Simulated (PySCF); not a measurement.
Magnetisability: SMILES COC1=CCO[C@@H]1F, C5H7FO2

Geometry:
| atom | x (Å) | y (Å) | z (Å) |
| --- | --- | --- | --- |
| C1 | -2.361 | 0.374 | -0.282 |
| O2 | -1.134 | 1.071 | -0.336 |
| C3 | -0.037 | 0.350 | -0.060 |
| C4 | 0.166 | -0.932 | 0.232 |
| C5 | 1.634 | -1.156 | 0.426 |
| O6 | 2.245 | 0.071 | 0.016 |
| C7 | 1.300 | 1.061 | -0.014 |
| F8 | 1.359 | 1.818 | 1.157 |
| H9 | -3.134 | 1.106 | -0.506 |
| H10 | -2.385 | -0.429 | -1.025 |
| H11 | -2.527 | -0.049 | 0.713 |
| H12 | -0.548 | -1.726 | 0.327 |
| H13 | 2.037 | -1.953 | -0.205 |
| H14 | 1.886 | -1.372 | 1.473 |
| H15 | 1.493 | 1.774 | -0.823 |

Theory: GIAO CAM-B3LYP/pcSseg-1 magnetisability, rotational g tensor and spin-rotation constants, non-relativistic, gas phase (PySCF). Geometry: GFN2-xTB.

Question: What are the magnetisability and the molar susceptibility?

Answer: Isotropic -1065 × 10⁻³⁰ J/T², or -64.1 × 10⁻⁶ cm³/mol; principal values -1171, -1049, -976 × 10⁻³⁰ J/T², anisotropy 171 × 10⁻³⁰ J/T² (root of half the summed squared differences of the principal values). The susceptibility is in cgs units.

Question: Split it along the inertial axes a, b, c into diamagnetic and paramagnetic parts about the centre of mass, with the quadrupole moment.

Answer: 
| axis | χ (10⁻⁶ cm³/mol) | diamagnetic (10⁻⁶ cm³/mol) | paramagnetic (10⁻⁶ cm³/mol) | summed x² of all electrons (Å²) | quadrupole Θ (D Å) |
| --- | --- | --- | --- | --- | --- |
| a | -60.5 | -420.3 | 359.8 | 165.8 | +2.73 |
| b | -63.0 | -800.4 | 737.4 | 76.2 | -0.63 |
| c | -68.9 | -1027.1 | 958.2 | 22.8 | -2.10 |

Anisotropies 2χaa − χbb − χcc = +11.0 and 2χbb − χaa − χcc = +3.3 × 10⁻⁶ cm³/mol. Θ is traceless in Buckingham's convention.

Question: And the rotational g tensor?

Answer: 
```
axis  rotational constant (GHz)        g  nuclear part  electronic part
   a                     3.5665  -0.0362        0.5667          -0.6028
   b                     1.6902  -0.0135        0.5720          -0.5855
   c                     1.2668  -0.0061        0.5641          -0.5702
```
Asymmetric top; isotopes 12C, 19F, 1H, 16O; no vibrational averaging.
